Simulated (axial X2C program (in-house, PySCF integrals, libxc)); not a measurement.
**Low determinants of TiCl⁻ at the PBE0 level, scalar-relativistic**

All values were computed with an in-house all-electron X2C program for linear molecules (integrals from PySCF). Spin-free means the one-electron spin-free X2C Hamiltonian. Basis: Ti dyall-acv3z [11s11p7d4f2g], Cl dyall-av3z [9s8p3d2f] (cores contracted in-house); Gaussian nuclei, density fitting, unrestricted open shells. Masses: Ti 47.948 u, Cl 34.969 u.

Search at 2.350 Å (vertical energies from the lowest determinant):

```json
{"ΔE (eV)": "0.00", "state": "M_S = 1, Λ = 3", "electrons beyond evenly filled partner blocks": "π+α, δ+α", "electrons in σ, π, δ, φ": "22 17 1 0"}
{"ΔE (eV)": "0.01", "state": "M_S = 1, Λ = 0", "electrons beyond evenly filled partner blocks": "δ+α, δ-α", "electrons in σ, π, δ, φ": "22 16 2 0"}
{"ΔE (eV)": "0.14", "state": "M_S = 1, Λ = 1", "electrons beyond evenly filled partner blocks": "π-α, δ+α", "electrons in σ, π, δ, φ": "22 17 1 0"}
{"ΔE (eV)": "0.18", "state": "M_S = 1, Λ = 0", "electrons beyond evenly filled partner blocks": "π+α, π-α", "electrons in σ, π, δ, φ": "22 18 0 0"}
{"ΔE (eV)": "0.24", "state": "M_S = 1, Λ = 2", "electrons beyond evenly filled partner blocks": "σα, δ+α", "electrons in σ, π, δ, φ": "23 16 1 0"}
{"ΔE (eV)": "0.34", "state": "M_S = 2, Λ = 2", "electrons beyond evenly filled partner blocks": "σα, π+α, π-α, δ+α", "electrons in σ, π, δ, φ": "21 18 1 0"}
{"ΔE (eV)": "0.61", "state": "M_S = 0, Λ = 2", "electrons beyond evenly filled partner blocks": "σα, δ+β", "electrons in σ, π, δ, φ": "23 16 1 0"}
```

Lowest determinant, M_S = 1, Λ = 3 (beyond evenly filled blocks: π+α, δ+α): Re = 2.345 Å, ωe = 328.5 cm⁻¹.

The determinant in row 2 of the search, M_S = 1, Λ = 0 (beyond evenly filled blocks: δ+α, δ-α), was followed along the bond at PBE0; measured from the minimum of the lowest determinant it gives:

Te = 0.010 eV (80 cm⁻¹), Re = 2.316 Å, ωe = 344.5 cm⁻¹.

Q: Compare the bond of the determinant in row 2 with that of the lowest one.

A: At PBE0 its Re is 0.029 Å shorter and its force constant, which goes as ωe², is 1.10 times that of the lowest determinant. This determinant mixes spin states, so it has no term energy of its own.

The search compares states at one distance, so a state with another bond length can lie lower; it is not exhaustive and yields mostly the lowest determinant of each block pattern, so other components and higher states of one pattern are missing. These are energies of single determinants, not of spin-adapted states; PBE0 term energies can be off by some tenths of an eV, and the functional has no current term. The lowest determinant need not be the ground state where others lie within half an eV. For an anion, determinants above electron detachment are held by the basis set. The highest occupied level of some functionals is positive through self-interaction error; at Hartree–Fock it is bound. Row 1 is spin-contaminated (⟨S²⟩ = 2.14 against 2.00), so its values are not those of a pure state. Row 2 is spin-contaminated (⟨S²⟩ = 2.45 against 2.00), so its values are not those of a pure state. Row 1 has a positive highest level at its minimum. Row 2 has a positive highest level at its minimum.
